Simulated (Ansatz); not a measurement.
System: silicon monosulfide, SiS (charge 0, singlet). 
Geometry from a B3LYP-D3(BJ)/def2-TZVP (Ansatz, a program for electronic structure) optimisation:
SMILES: [Si]=S
```xyz
2

Si     0.0000     0.0000    -1.0336
S      0.0000     0.0000     0.9044
```
Charge 0, spin multiplicity 1.

Basis-set convergence of Hartree-Fock and CCSD(T) correlation energies (hartree) with Ansatz. Valence correlation only, unless marked. Spin-orbit coupling is left out. No relativistic terms.

| basis | functions | E(HF) | E(corr, CCSD(T)) |
|---|---|---|---|
| def2-SVP | 36 | -686.25772 | -0.23436 |
| def2-TZVPP | 84 | -686.49606 | -0.30013 |
| def2-QZVPP | 140 | -686.51520 | -0.32071 |

Extrapolating the two largest sets (X = 3 and 4) as X^-3: E(corr) = (64·(-0.32071) - 27·(-0.30013))/37 = -0.3357 Eh, an estimate of the basis-set limit. The largest set recovers 95.5 % of it, the smallest 69.8 %.
